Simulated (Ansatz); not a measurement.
`BC(B)=C` and `BC(=C)S` differ in one atom or group.

Ansatz, PBE0-D4/def2-TZVP geometries, multiplicity 1. Each molecule was computed in one conformer, which needn't be the lowest.

```
                                      property  `BC(B)=C`
           HOMO–LUMO gap (PBE/def2-TZVPP) / eV       3.61
             LUMO energy (PBE/def2-TZVPP) / eV      -3.66
         LUMO energy (ωB97M-V/def2-TZVPP) / eV      -0.54
          HOMO–LUMO gap (PBE0/def2-TZVPP) / eV       6.01
            LUMO energy (PBE0/def2-TZVPP) / eV      -2.61
size of the dipole moment (PBE/def2-TZVPP) / D       1.67
```

**Question.** What does the change do to each property? (An estimate is asked.)

**Answer.** Ansatz gave: 
```csv
property,`BC(=C)S`,shift
HOMO–LUMO gap (PBE/def2-TZVPP) / eV,2.46,-1.15
LUMO energy (PBE/def2-TZVPP) / eV,-3.24,0.42
LUMO energy (ωB97M-V/def2-TZVPP) / eV,-0.29,0.25
HOMO–LUMO gap (PBE0/def2-TZVPP) / eV,4.44,-1.57
LUMO energy (PBE0/def2-TZVPP) / eV,-2.29,0.32
size of the dipole moment (PBE/def2-TZVPP) / D,0.42,-1.25
```

With PBE0 the HOMO rises by 1.89 eV and the LUMO rises by 0.32 eV, so the gap narrows by about 1.57 eV. PBE moves the HOMO by 1.57 eV and ωB97M-V by 2.09 eV. The zero-point energy changes by -28.5 kJ/mol with -3 modes. Dipoles are sizes alone; their direction can turn.
